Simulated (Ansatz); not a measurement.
The cluster H₂Au₂. The state is a triplet with charge 0. Geometry PBE-D4/def2-TZVP, that of the charge +1 doublet.

Cartesian coordinates in Å:
```
Au 1.188 -0.137 0.570
Au -1.142 0.133 -0.670
H -1.444 -1.388 -0.627
H 1.397 1.392 0.728
```

In the def2 sets Au takes a core potential; there is no spin–orbit coupling. At PBE0-D4/def2-TZVP a singlet of charge 0 lies 2.06 eV below the triplet at the same geometry. The structure comes from a short search, and lower isomers may exist.

Task: Estimate the α-spin orbital energies around the gap (eV) in Ansatz with PBE-D4/def2-TZVP, r2SCAN-D4/def2-TZVP, PBE0-D4/def2-TZVP.

Result: 
```tsv
orbital	PBE-D4/def2-TZVP	r2SCAN-D4/def2-TZVP	PBE0-D4/def2-TZVP
HOMO−5	-8.42	-8.78	-10.07
HOMO−4	-7.96	-8.30	-9.57
HOMO−3	-7.93	-8.30	-9.55
HOMO−2	-7.92	-8.27	-9.32
HOMO−1	-6.59	-6.94	-7.64
HOMO	-4.04	-4.28	-4.56
LUMO	-3.42	-3.48	-2.83
LUMO+1	-1.64	-1.34	-1.06
LUMO+2	-1.43	-1.14	-0.90
LUMO+3	0.05	0.51	0.63
LUMO+4	0.96	1.77	1.48
LUMO+5	1.82	2.40	2.39
β HOMO	-7.64	-7.92	-8.84
β LUMO	-5.86	-5.73	-4.98
```
